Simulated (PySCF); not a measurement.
(E)-2-chloro-1-fluoroprop-1-ene (C₃H₄ClF), SMILES C/C(Cl)=C\F. Heavy atoms are numbered as in [CH3:1]/[C:2]([Cl:3])=[CH:4]\[F:5]. Hydrogens are named by the atom that carries them.

Geometry: PBE0-D3(BJ)/def2-SVP.

All values below come from PBE/pcSseg-1 (PySCF).

GIAO shieldings, no solvent; atoms alike by connectivity are averaged. δ = σ(ref) − σ: ¹³C against TMS (σ = 182.0 ppm); ³⁵Cl against HCl (σ = 936.5 ppm); ¹⁹F against CFCl3 (σ = 133.6 ppm); ¹H against TMS (σ = 31.49 ppm), references at their B3LYP-D3(BJ)/def2-TZVP geometries, non-relativistic (without spin–orbit terms, shifts of atoms bonded to Cl or Br come out too high).

```csv
atoms,nucleus,count,δ (ppm)
C4 (CH),¹³C,1,___
C2,¹³C,1,132.1
C1 (CH3),¹³C,1,20.9
Cl3,³⁵Cl,1,___
F5,¹⁹F,1,-142.6
H on C4,¹H,1,7.22
H on C1,¹H,3,___
```

### Question
Complete the blanks. (An estimate is asked for; the answer gives what the named calculation found.)

### Answer

- H on C1, δ (ppm): 2.28
- Cl3, δ (ppm): 197.4
- C4 (CH), δ (ppm): 155.1
